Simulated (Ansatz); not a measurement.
Born–Oppenheimer molecular dynamics of BrH5OSi (8 atoms, charge 0, multiplicity 1). It starts at the highest image of a converged band. Of that band: Beside the main top the profile has a ripple of under 15 meV (maxima at images 2, 7), which may be a very shallow well or noise. A vibrational analysis at the climbing image gives one clearly imaginary mode, 650i cm⁻¹: a first-order saddle point.

Method: RKS PBE/def2-SVP (Ansatz).

| Quantity | Value |
| --- | --- |
| ensemble | NVE (velocity Verlet) |
| time step | 0.5 fs |
| steps asked | 200 |
| starting velocities drawn for | 100 K |
| seed | 6513 |

Frames 5 fs apart, positions in Å, forces in eV/Å.

Velocities at 25.0 fs (Å/ps):

```
Si -5.45 0.76 0.20
Br 1.50 0.02 -0.25
H 12.93 0.16 6.17
H -21.73 -18.69 9.62
O 0.64 0.93 -1.81
H 34.14 -3.40 12.72
H -0.69 -7.46 13.97
H -1.78 -8.52 0.75
```

```xyz
8
Properties=species:S:1:pos:R:3:forces:R:3 time_fs=25.0 energy_less_start_eV=-0.125 T=262
Si -0.570 -0.225 -0.019 -2.92 -0.42 0.29
Br 2.174 -0.104 -0.276 1.99 -0.22 0.15
H -0.311 -1.482 -0.784 -0.09 -0.05 0.08
H -2.046 0.196 -0.029 0.25 -0.48 0.02
O -0.280 -0.125 1.613 0.01 0.14 0.04
H 0.940 0.640 -0.741 0.17 0.37 -0.35
H -0.213 0.888 -0.963 0.20 0.75 -0.40
H 0.662 -0.219 1.825 0.39 -0.09 0.18
8
Properties=species:S:1:pos:R:3:forces:R:3 time_fs=30.0 energy_less_start_eV=-0.309 T=499
Si -0.610 -0.223 -0.018 -2.26 -0.06 -0.14
Br 2.185 -0.105 -0.277 2.70 -0.67 0.37
H -0.260 -1.486 -0.744 -0.15 0.02 0.02
H -2.109 0.047 0.017 0.22 -0.27 -0.08
O -0.275 -0.120 1.605 0.62 0.02 0.41
H 1.084 0.694 -0.733 -0.58 0.71 -0.48
H -0.202 0.937 -0.937 -0.18 0.18 0.02
H 0.669 -0.268 1.839 -0.36 0.06 -0.12
8
Properties=species:S:1:pos:R:3:forces:R:3 time_fs=35.0 energy_less_start_eV=-0.428 T=652
Si -0.668 -0.222 -0.016 -0.43 0.15 0.00
Br 2.204 -0.107 -0.277 1.01 0.64 -0.39
H -0.244 -1.485 -0.702 -0.11 0.11 -0.15
H -2.140 -0.162 0.045 -0.54 0.15 -0.09
O -0.264 -0.113 1.602 -0.43 0.16 -0.01
H 1.144 0.870 -0.812 0.59 -0.71 0.37
H -0.230 1.030 -0.912 -0.43 -0.49 0.37
H 0.652 -0.312 1.841 0.35 0.00 -0.09
8
Properties=species:S:1:pos:R:3:forces:R:3 time_fs=40.0 energy_less_start_eV=-0.593 T=864
Si -0.733 -0.219 -0.015 -1.08 -0.36 0.72
Br 2.226 -0.107 -0.278 1.08 0.41 -0.31
H -0.253 -1.462 -0.694 -0.04 0.03 -0.22
H -2.254 -0.343 0.053 0.36 0.29 -0.03
O -0.257 -0.105 1.600 -0.22 -0.04 -0.07
H 1.316 0.912 -0.823 0.30 -0.36 0.20
H -0.354 1.026 -0.813 -0.25 -0.09 -0.06
H 0.666 -0.346 1.808 -0.16 0.12 -0.25
8
Properties=species:S:1:pos:R:3:forces:R:3 time_fs=45.0 energy_less_start_eV=-0.630 T=912
Si -0.805 -0.221 -0.007 -0.83 -1.17 1.15
Br 2.252 -0.107 -0.280 1.88 -1.07 0.44
H -0.272 -1.429 -0.734 -0.06 0.13 -0.08
H -2.307 -0.455 0.055 0.24 0.29 0.09
O -0.255 -0.097 1.596 -0.51 -0.12 -0.31
H 1.513 0.931 -0.817 -0.79 1.18 -0.59
H -0.533 1.018 -0.736 0.07 0.68 -0.59
H 0.673 -0.361 1.726 -0.01 0.08 -0.12
8
Properties=species:S:1:pos:R:3:forces:R:3 time_fs=50.0 energy_less_start_eV=-0.676 T=972
Si -0.884 -0.230 0.009 0.43 0.53 0.11
Br 2.282 -0.109 -0.281 0.13 1.39 -0.81
H -0.305 -1.367 -0.794 -0.04 0.10 0.02
H -2.324 -0.505 0.079 -0.66 0.05 0.24
O -0.261 -0.091 1.588 -0.60 -0.23 -0.49
H 1.598 1.108 -0.888 0.69 -1.31 0.69
H -0.705 1.113 -0.764 -0.04 -0.62 0.23
H 0.675 -0.355 1.618 0.09 0.10 0.00
8
Properties=species:S:1:pos:R:3:forces:R:3 time_fs=55.0 energy_less_start_eV=-0.808 T=1141
Si -0.962 -0.236 0.027 -0.64 0.62 -0.04
Br 2.314 -0.108 -0.284 1.03 -0.73 0.21
H -0.348 -1.287 -0.850 -0.04 -0.14 0.07
H -2.448 -0.535 0.156 0.33 0.06 0.17
O -0.274 -0.089 1.573 -0.09 -0.39 -0.47
H 1.794 1.068 -0.843 -0.38 0.79 -0.33
H -0.882 1.096 -0.756 0.06 -0.43 0.24
H 0.680 -0.321 1.508 -0.28 0.21 0.15
8
Properties=species:S:1:pos:R:3:forces:R:3 time_fs=60.0 energy_less_start_eV=-0.850 T=1195
Si -1.044 -0.237 0.046 -0.67 -0.61 0.44
Br 2.348 -0.108 -0.286 0.51 0.12 -0.19
H -0.402 -1.234 -0.886 -0.14 -0.18 0.18
H -2.518 -0.555 0.273 0.40 -0.06 0.06
O -0.290 -0.091 1.551 -0.54 -0.21 -0.23
H 1.936 1.155 -0.845 -0.01 -0.08 0.07
H -1.046 1.009 -0.709 0.10 0.94 -0.47
H 0.660 -0.249 1.433 0.35 0.07 0.13
8
Properties=species:S:1:pos:R:3:forces:R:3 time_fs=65.0 energy_less_start_eV=-0.876 T=1230
Si -1.131 -0.242 0.066 0.36 0.68 -0.46
Br 2.384 -0.108 -0.289 0.10 1.26 -0.63
H -0.487 -1.224 -0.883 -0.17 -0.14 0.12
H -2.517 -0.590 0.407 -0.52 -0.24 0.10
O -0.312 -0.098 1.525 0.36 -0.14 -0.02
H 2.057 1.250 -0.846 0.27 -1.24 0.54
H -1.189 1.076 -0.732 0.06 -0.30 0.26
H 0.664 -0.150 1.391 -0.45 0.12 0.11
8
Properties=species:S:1:pos:R:3:forces:R:3 time_fs=70.0 energy_less_start_eV=-0.886 T=1243
Si -1.216 -0.242 0.084 -0.33 0.52 -0.14
Br 2.421 -0.106 -0.293 0.56 -1.90 0.62
H -0.610 -1.246 -0.855 -0.11 -0.12 -0.08
H -2.594 -0.668 0.555 0.22 0.10 -0.24
O -0.332 -0.106 1.499 -0.38 0.01 0.25
H 2.221 1.161 -0.763 -0.31 1.94 -0.71
H -1.318 1.097 -0.711 0.01 -0.60 0.38
H 0.625 -0.027 1.368 0.33 0.05 -0.09
8
Properties=species:S:1:pos:R:3:forces:R:3 time_fs=75.0 energy_less_start_eV=-0.905 T=1268
Si -1.303 -0.239 0.101 -0.11 -1.28 0.80
Br 2.459 -0.106 -0.297 0.05 1.34 -0.49
H -0.760 -1.292 -0.841 -0.10 0.10 -0.07
H -2.638 -0.728 0.653 0.25 0.23 -0.29
O -0.354 -0.114 1.476 0.37 0.23 0.19
H 2.345 1.317 -0.767 0.12 -1.29 0.42
H -1.446 1.017 -0.623 -0.14 0.82 -0.50
H 0.596 0.102 1.333 -0.44 -0.14 -0.06
8
Properties=species:S:1:pos:R:3:forces:R:3 time_fs=80.0 energy_less_start_eV=-0.973 T=1354
Si -1.391 -0.245 0.123 0.55 -0.15 -0.05
Br 2.497 -0.105 -0.301 0.07 0.15 -0.05
H -0.932 -1.317 -0.845 0.03 0.21 -0.08
H -2.646 -0.743 0.695 -0.65 -0.05 0.18
O -0.373 -0.119 1.456 -0.30 0.11 0.06
H 2.483 1.277 -0.711 0.03 -0.09 0.01
H -1.601 1.067 -0.616 0.05 -0.16 0.06
H 0.521 0.213 1.278 0.22 -0.02 -0.12
```

Of the whole run (100 fs, mean temperature of the second half 1242 K): The conserved energy stayed within 0.093 meV per atom of its start (net change -0.031 meV per atom), so the integration is sound. The kinetic energy rose, since the run started high on the potential surface and went downhill. It ends in pieces (BrH + H4OSi), so much of that is their flight and rotation, not heat. A run of 0.1 ps of so small a system gives no equilibrium averages. The orbitals stay closed-shell, which can raise the energy where a bond breaks towards radicals; this wasn't checked here.

The run took 83 s on 2 threads of AMD EPYC 9R45 96-Core Processor (Zen 5) (shared host), peak memory 0.14 GiB.
